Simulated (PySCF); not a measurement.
CH9FN2Si2, SMILES N[SiH2]N[SiH2]CF.

Coordinates come from a B3LYP-D3(BJ)/def2-SVP optimisation. This is a generated structure with no PubChem entry under its InChIKey; it may be hypothetical. One conformer was computed; it need not be the lowest.

All values below come from SMD-ωB97X/def2-SVP in PySCF.

Solvation free energies are E(SMD) − E(gas) at the gas-phase geometry, for 1 M in both phases. In vacuum the dipole moment is 3.33 D.

Rank water, chlorobenzene, benzene by solvation free energy, most negative first.

chlorobenzene (-3.7 kcal/mol), benzene (-2.2 kcal/mol), water (-0.9 kcal/mol)
